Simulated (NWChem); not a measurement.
System: C2H3F2, doublet; SMILES C[C](F)F

Here is an NWChem input.

```
start job
memory heap 200 mb stack 900 mb global 1100 mb
geometry units angstroms noautosym nocenter noautoz
  C      0.039625     1.391801     0.000000
  C     -0.292284    -0.052668     0.000000
  F      0.071800    -0.721596    -1.087169
  F      0.071800    -0.721596     1.087169
  H      1.136122     1.538731     0.000000
  H     -0.376416     1.874213    -0.894206
  H     -0.376416     1.874213     0.894206
end
basis spherical
  * library def2-svp
end
dft
  odft
  mult 2
  xc b3lyp
  iterations 150
end
cosmo
  do_cosmo_smd true
  solvent ethanol
end
task dft energy
```

Excerpt of the output:

```
             Northwest Computational Chemistry Package (NWChem) 7.3.0
             --------------------------------------------------------

                             Geometry "geometry" -> ""
                             -------------------------

 Output coordinates in angstroms (scale by  1.889725989 to convert to a.u.)

  No.       Tag          Charge          X              Y              Z
 ---- ---------------- ---------- -------------- -------------- --------------
    1 C                    6.0000     0.03962500     1.39180100     0.00000000
    2 C                    6.0000    -0.29228400    -0.05266800     0.00000000
    3 F                    9.0000     0.07180000    -0.72159600    -1.08716900
    4 F                    9.0000     0.07180000    -0.72159600     1.08716900
    5 H                    1.0000     1.13612200     1.53873100     0.00000000
    6 H                    1.0000    -0.37641600     1.87421300    -0.89420600
    7 H                    1.0000    -0.37641600     1.87421300     0.89420600

 Effective nuclear repulsion energy (a.u.)     123.6721173956

                                 NWChem DFT Module
                                 -----------------

 Summary of "ao basis" -> "ao basis" (spherical)
 ------------------------------------------------------------------------------
       Tag                 Description            Shells   Functions and Types
 ---------------- ------------------------------  ------  ---------------------
 C                          def2-svp                 6       14   3s2p1d
 F                          def2-svp                 6       14   3s2p1d
 H                          def2-svp                 3        5   2s1p

 in cosmo_initialize ...
 calling solv_data for solv:ethanol

 solvent parameters
 solvname_short: ethanol
 solvname_long:  ethanol
 dielec:       24.8520
 dielecinf:     1.8526
 nonaqueous SMD model solvent descriptors
 dielec:       24.8520
 sola:          0.3700
 solb:          0.4800
 solc:          0.0000
 solg:         31.6200
 solh:          0.0000
 soln:          1.3611

          ---------------
          -cosmo- solvent
          ---------------
 Cosmo: York-Karplus, doi: 10.1021/jp992097l
 dielectric constant -eps-     =  24.85
 screen = (eps-1)/(eps    )    =   0.95976
 surface charge correction     = lagrangian

   van der Waals surface
 --------------------------

 ---------- ATOMIC COORDINATES (A.U.) ------------ VDWR(ANG.) --
     1    0.07488039    2.63012252    0.00000000     1.850
     2   -0.55233667   -0.09952809    0.00000000     1.850
     3    0.13568233   -1.36361871   -2.05445151     1.730
     4    0.13568233   -1.36361871    2.05445151     1.730
     5    2.14695927    2.90777996    0.00000000     1.200
     6   -0.71132310    3.54174901   -1.68980432     1.200
     7   -0.71132310    3.54174901    1.68980432     1.200
 number of segments per atom =        128
 number of   points per atom =        128
 atom (   nspa,  nppa )
 ----------------------
    1 (     62,     0 )       0
    2 (     32,     0 )       0
    3 (     81,     0 )       0
    4 (     81,     0 )       0
    5 (     56,     0 )       0
    6 (     56,     0 )       0
    7 (     56,     0 )       0
 number of -cosmo- surface points =      424
 molecular surface =     89.196 angstrom**2
 molecular volume  =     65.556 angstrom**3
 -lineq- algorithm             =   0
 -bem- low  level              =   3
 -bem- from -octahedral-
 gaussian surface charge width =   4.50000
 degree of switching           =   1.00000
 switching function tolerance  =   0.00010
 atomic radii =
 --------------
    1  6.000  1.850
    2  6.000  1.850
    3  9.000  1.730
    4  9.000  1.730
    5  1.000  1.200
    6  1.000  1.200
    7  1.000  1.200
 ...... end of -cosmo- initialization ......

 nat:                     7
 ixmem:                  2814
 calling mnsol_interface()
 G(SMD-CDS) energy (kcal/mol)  =     1.109
 SMD-CDS SASA (angstrom**2)    =   107.529

            General Information
            -------------------
          SCF calculation type: DFT
          Wavefunction type:  spin polarized.
          No. of atoms     :     7
          No. of electrons :    33
           Alpha electrons :    17
            Beta electrons :    16
          Charge           :     0
          Spin multiplicity:     2
          Use of symmetry is: off; symmetry adaption is: off
          Maximum number of iterations: 150
          AO basis - number of functions:    71
                     number of shells:    33
          Convergence on energy requested:  1.00D-06
          Convergence on density requested:  1.00D-05
          Convergence on gradient requested:  5.00D-04

              XC Information
              --------------
                         B3LYP Method XC Potential
                     Hartree-Fock (Exact) Exchange  0.200
                        Slater Exchange Functional  0.800 local
                    Becke 1988 Exchange Functional  0.720 non-local
              Lee-Yang-Parr Correlation Functional  0.810
                  VWN I RPA Correlation Functional  0.190 local

             Grid Information
             ----------------
          Grid used for XC integration:  medium
          Radial quadrature: Mura-Knowles
          Angular quadrature: Lebedev.
          Tag              B.-S. Rad. Rad. Pts. Rad. Cut. Ang. Pts.
          ---              ---------- --------- --------- ---------
          C                   0.70       49           8.0       434
          F                   0.50       49           9.0       434
          H                   0.35       45           7.0       434
          Grid pruning is: on
          Number of quadrature shells:   331
          Spatial weights used:  Erf1

      Superposition of Atomic Density Guess
      -------------------------------------

 Sum of atomic energies:        -275.33248082

      Non-variational initial energy
      ------------------------------

 Total energy =    -276.843598
 1-e energy   =    -626.072647
 2-e energy   =     225.556931
 HOMO         =      -0.080528
 LUMO         =       0.132885

[...]

                                COSMO-SMD solvation results
                                ---------------------------

             internal energy in gas <Psi(g)|H|Psi(g)> =      -277.431016806206
         internal energy in solvent <Psi(s)|H|Psi(s)> =      -277.430522305475
                               delta internal energy  =         0.000494500731 (    0.31 kcal/mol)
   total free energy in solvent <Psi(s)|H+V/2|Psi(s)> =      -277.434869803150
 polarization energy contribution <Psi(s)|V/2|Psi(s)> =        -0.004347497674 (   -2.73 kcal/mol)
    total free energy in solvent including G(SMD-CDS) =      -277.433101863777
                       G(SMD-CDS) energy contribution =         0.001767939372 (    1.11 kcal/mol)
     1 M fixed-concentration free energy of solvation =        -0.002085057571 (   -1.31 kcal/mol)

                    DFT Final Alpha Molecular Orbital Analysis
                    ------------------------------------------

 Vector   15  Occ=1.000000D+00  E=-3.959418D-01
              MO Center= -8.9D-02,  8.8D-01, -2.0D-09, r^2= 2.5D+00
   Bfn.  Coefficient  Atom+Function         Bfn.  Coefficient  Atom+Function
  ----- ------------  ---------------      ----- ------------  ---------------
     6      0.381990  1 C  pz                62     -0.274142  6 H  s
    67      0.274142  7 H  s                 33     -0.248783  3 F  py
    47      0.248783  4 F  py                36      0.167549  3 F  py
    50     -0.167549  4 F  py                34      0.148150  3 F  pz
    48      0.148150  4 F  pz                 9      0.137366  1 C  pz

 Vector   16  Occ=1.000000D+00  E=-3.941432D-01
              MO Center=  4.7D-03,  6.2D-01, -1.1D-08, r^2= 2.4D+00
   Bfn.  Coefficient  Atom+Function         Bfn.  Coefficient  Atom+Function
  ----- ------------  ---------------      ----- ------------  ---------------
     5      0.318994  1 C  py                33     -0.297428  3 F  py
    47     -0.297428  4 F  py                19     -0.209467  2 C  py
     4     -0.207836  1 C  px                36      0.202375  3 F  py
    50      0.202375  4 F  py                62      0.186853  6 H  s
    67      0.186853  7 H  s                 57     -0.162345  5 H  s

 Vector   17  Occ=1.000000D+00  E=-2.130016D-01
              MO Center= -3.6D-01, -4.8D-02, -5.9D-10, r^2= 1.7D+00
   Bfn.  Coefficient  Atom+Function         Bfn.  Coefficient  Atom+Function
  ----- ------------  ---------------      ----- ------------  ---------------
    18      0.576824  2 C  px                17     -0.501935  2 C  s
    21      0.310787  2 C  px                 3      0.309165  1 C  s
    32      0.269001  3 F  px                46      0.269001  4 F  px
    58     -0.224460  5 H  s                 35     -0.220450  3 F  px
    49     -0.220450  4 F  px                16     -0.170678  2 C  s

 Vector   18  Occ=0.000000D+00  E= 8.371752D-02
              MO Center=  9.8D-02,  1.8D+00,  1.1D-07, r^2= 4.4D+00
   Bfn.  Coefficient  Atom+Function         Bfn.  Coefficient  Atom+Function
  ----- ------------  ---------------      ----- ------------  ---------------
     3      2.888711  1 C  s                 63     -1.256708  6 H  s
    68     -1.256708  7 H  s                 58     -1.150122  5 H  s
    17     -0.659043  2 C  s                  8      0.300137  1 C  py
     2      0.199032  1 C  s                 21     -0.158254  2 C  px
     5      0.151944  1 C  py                22     -0.137432  2 C  py

 Vector   19  Occ=0.000000D+00  E= 1.246437D-01
              MO Center= -4.0D-01,  1.7D+00,  1.1D-07, r^2= 3.6D+00
   Bfn.  Coefficient  Atom+Function         Bfn.  Coefficient  Atom+Function
  ----- ------------  ---------------      ----- ------------  ---------------
    63      1.445891  6 H  s                 68     -1.445891  7 H  s
     9      1.044387  1 C  pz                 6      0.333353  1 C  pz
    20      0.264237  2 C  pz                23      0.245771  2 C  pz
    31      0.160809  3 F  s                 45     -0.160809  4 F  s
    62      0.160277  6 H  s                 67     -0.160277  7 H  s

 Vector   20  Occ=0.000000D+00  E= 1.302569D-01
              MO Center=  7.3D-01,  1.4D+00, -1.5D-07, r^2= 3.8D+00
   Bfn.  Coefficient  Atom+Function         Bfn.  Coefficient  Atom+Function
  ----- ------------  ---------------      ----- ------------  ---------------
    58      1.844206  5 H  s                  7     -1.131576  1 C  px
    63     -0.737951  6 H  s                 68     -0.737951  7 H  s
     4     -0.360020  1 C  px                17     -0.348897  2 C  s
     3     -0.310873  1 C  s                 22      0.248552  2 C  py
     8      0.209303  1 C  py                31      0.193459  3 F  s

                     DFT Final Beta Molecular Orbital Analysis
                     -----------------------------------------

 Vector   14  Occ=1.000000D+00  E=-4.100378D-01
              MO Center=  3.0D-01,  8.7D-01, -2.4D-08, r^2= 2.1D+00
   Bfn.  Coefficient  Atom+Function         Bfn.  Coefficient  Atom+Function
  ----- ------------  ---------------      ----- ------------  ---------------
     4      0.385344  1 C  px                57      0.323302  5 H  s
     7      0.196617  1 C  px                33     -0.179838  3 F  py
    47     -0.179838  4 F  py                19     -0.164448  2 C  py
    32      0.150122  3 F  px                46      0.150122  4 F  px
    36      0.124973  3 F  py                50      0.124973  4 F  py

 Vector   15  Occ=1.000000D+00  E=-3.941593D-01
              MO Center= -8.4D-02,  8.2D-01, -4.5D-09, r^2= 2.6D+00
   Bfn.  Coefficient  Atom+Function         Bfn.  Coefficient  Atom+Function
  ----- ------------  ---------------      ----- ------------  ---------------
     6      0.375758  1 C  pz                62     -0.269882  6 H  s
    67      0.269882  7 H  s                 33     -0.256539  3 F  py
    47      0.256539  4 F  py                36      0.173964  3 F  py
    50     -0.173964  4 F  py                34      0.153625  3 F  pz
    48      0.153625  4 F  pz                 9      0.133153  1 C  pz

 Vector   16  Occ=1.000000D+00  E=-3.879071D-01
              MO Center= -1.2D-02,  5.7D-01, -6.2D-09, r^2= 2.4D+00
   Bfn.  Coefficient  Atom+Function         Bfn.  Coefficient  Atom+Function
  ----- ------------  ---------------      ----- ------------  ---------------
     5      0.335708  1 C  py                33     -0.301461  3 F  py
    47     -0.301461  4 F  py                19     -0.217677  2 C  py
    36      0.205459  3 F  py                50      0.205459  4 F  py
    62      0.181470  6 H  s                 67      0.181470  7 H  s
     4     -0.180413  1 C  px                 8      0.157805  1 C  py

 Vector   17  Occ=0.000000D+00  E=-5.222897D-02
              MO Center= -4.5D-01,  6.9D-03,  9.2D-09, r^2= 1.8D+00
   Bfn.  Coefficient  Atom+Function         Bfn.  Coefficient  Atom+Function
  ----- ------------  ---------------      ----- ------------  ---------------
    17      0.618127  2 C  s                 18     -0.526285  2 C  px
     3     -0.461577  1 C  s                 21     -0.393709  2 C  px
    58      0.394093  5 H  s                 32     -0.231155  3 F  px
    46     -0.231155  4 F  px                35      0.204316  3 F  px
    49      0.204316  4 F  px                57      0.156789  5 H  s

 Vector   18  Occ=0.000000D+00  E= 8.581166D-02
              MO Center=  1.8D-02,  1.9D+00,  1.4D-07, r^2= 4.4D+00
   Bfn.  Coefficient  Atom+Function         Bfn.  Coefficient  Atom+Function
  ----- ------------  ---------------      ----- ------------  ---------------
     3      2.834437  1 C  s                 63     -1.298117  6 H  s
    68     -1.298117  7 H  s                 58     -1.053007  5 H  s
    17     -0.573989  2 C  s                  8      0.342726  1 C  py
     2      0.192022  1 C  s                 21     -0.184478  2 C  px
     5      0.166967  1 C  py                 1     -0.132719  1 C  s

 Vector   19  Occ=0.000000D+00  E= 1.268194D-01
              MO Center= -4.2D-01,  1.8D+00,  1.4D-08, r^2= 3.6D+00
   Bfn.  Coefficient  Atom+Function         Bfn.  Coefficient  Atom+Function
  ----- ------------  ---------------      ----- ------------  ---------------
    63      1.505582  6 H  s                 68     -1.505582  7 H  s
     9      1.111434  1 C  pz                 6      0.347473  1 C  pz
    20      0.219027  2 C  pz                23      0.156040  2 C  pz
    62      0.152997  6 H  s                 67     -0.152997  7 H  s
    31      0.116557  3 F  s                 45     -0.116557  4 F  s

   alpha - beta orbital overlaps
   -----------------------------

   alpha      1      2      3      4      5      6      7      8      9     10
    beta      1      2      3      4      5      6      7      8      9     11
 overlap   1.000  1.000  1.000  1.000  1.000  1.000  0.998  0.994  0.999  0.977

   alpha     11     12     13     14     15     16     17     18     19     20
    beta     10     12     13     14     15     16     17     18     19     20
 overlap   0.987  0.893  0.894  0.995  0.999  0.997  0.982  0.997  0.997  0.992

   alpha     21     22     23     24     25     26     27     28     29     30
    beta     21     22     23     24     25     26     27     28     29     30
 overlap   0.996  0.994  0.999  0.957  0.932  0.992  0.946  0.992  0.907  0.997

[...]
```

Level: B3LYP/def2-SVP, spin-unrestricted, SMD on the gas-phase geometry. In the optimisation the excess spin sits in a' (Cs, its own frame). Structure relaxed at the PBE0/def2-SVP, spin-unrestricted level. No stability test was run on the SCF state. Solvent: ethanol.
